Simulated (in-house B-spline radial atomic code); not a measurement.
The numbers below are computed, except where a source is named.
# What the choice of pseudopotential does to G0W0 on PBE: Eu

All numbers come from an all-electron radial atomic-structure program (B-spline basis), non-relativistic (model numbers for so heavy an element), configuration [Xe] 4f7 6s2, open shells at high spin. Semilocal Troullier-Martins pseudo-atoms, one channel per l, are made with PBE or LDA for several valence sets and radii, with or without a model core, and set against the all-electron atom. One channel fits only the lowest state of its l, so a second state of that l is approximate. All electrons give 6s down: PBE -3.299 eV, G0W0 -5.439 eV, 6s up: PBE -3.489 eV, G0W0 -5.628 eV. Potentials are made in the ion's own configuration unless the neutral atom is named, and a smooth local potential serves every l without a channel. Potentials that miss their own reference levels by more than 6 millihartree, or need radii over 3.5 bohr, are left out. Columns give pseudo minus all-electron, in eV; a dash marks a level in the core or of low weight.

```
       valence  made with                 radii (bohr)  model core (bohr)  6s down PBE  6s down G0W0  6s up PBE  6s up G0W0
      5p 4f 6s        PBE  s 3.12 p 1.15 d 1.67 f 1.59               none        -0.06         -0.25      +0.05       -0.15
      5p 4f 6s        PBE  s 3.40 p 1.29 d 1.88 f 1.78               none        -0.08         -0.27      +0.06       -0.14
      5p 4f 6s        PBE  s 3.40 p 1.44 d 2.09 f 1.98               none        -0.08         -0.27      +0.06       -0.14
      5p 4f 6s        PBE  s 3.40 p 1.29 d 1.88 f 1.78               0.96        -0.07         -0.26      +0.05       -0.15
      5p 4f 6s        PBE  s 3.40 p 1.44 d 2.09 f 1.98               0.96        -0.07         -0.26      +0.05       -0.15
      5p 4f 6s        PBE  s 3.40 p 1.65 d 2.40 f 2.28               0.96        -0.07         -0.26      +0.06       -0.15
   5s 5p 4f 6s        PBE  s 1.19 p 1.29 d 1.88 f 1.78               none        +0.05         +0.05      -0.12       -0.12
   5s 5p 4f 6s        PBE  s 1.52 p 1.65 d 2.40 f 2.28               none        +0.07         +0.07      -0.11       -0.11
   5s 5p 4f 6s        PBE  s 1.19 p 1.29 d 1.88 f 1.78               0.92        -0.02         -0.06      -0.07       -0.08
   5s 5p 4f 6s        PBE  s 1.52 p 1.65 d 2.40 f 2.28               0.92        +0.01         -0.01      -0.07       -0.08
   5s 5p 4f 6s        PBE  s 1.72 p 1.87 d 2.72 f 2.58               0.92        -0.02         -0.08      -0.12       -0.15
4d 5s 5p 4f 6s        PBE  s 1.32 p 1.44 d 0.57 f 1.98               none        +0.02         -0.04      -0.07       -0.18
4d 5s 5p 4f 6s        PBE  s 1.72 p 1.87 d 0.74 f 2.58               none        -0.01         -0.09      -0.13       -0.27
4d 5s 5p 4f 6s        PBE  s 1.52 p 1.65 d 0.66 f 2.28               0.40        +0.02         -0.05      -0.07       -0.18
```

Problem. How does the G0W0 shift of 6s down, which all sets hold, depend on the valence set?

Solution. Mean size: 5s 5p 4f 6s: 0.06 eV; 4d 5s 5p 4f 6s: 0.06 eV; 5p 4f 6s: 0.26 eV. The means mix radii and the functional used in making the potentials.
